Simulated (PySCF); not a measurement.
## How methods differ on the ionisation energy of Ta⁺

Ta⁺ [Xe] 4f14 5d3 6s1 (5F) → Ta²⁺ [Xe] 4f14 5d3 (4F), as a difference of total energies. Calculation: PySCF 2.14, in ANO-RCC-VTZP (8s7p5d3f2g1h, 104 functions); scalar relativity by spin-free X2C-1e. The calculations carry no spin-orbit coupling.

```csv
method,ionisation energy (eV)
UHF,14.204
r2SCAN0,15.406
PBEsol,15.660
LC-wPBE,15.054
```

The reference lies between the lowest fine-structure levels, while these numbers refer to the centres of the terms.

For comparison: 16.2 ± 0.5 eV (semi-empirical (NIST evaluation); NIST Atomic Spectra Database, ionization energies).
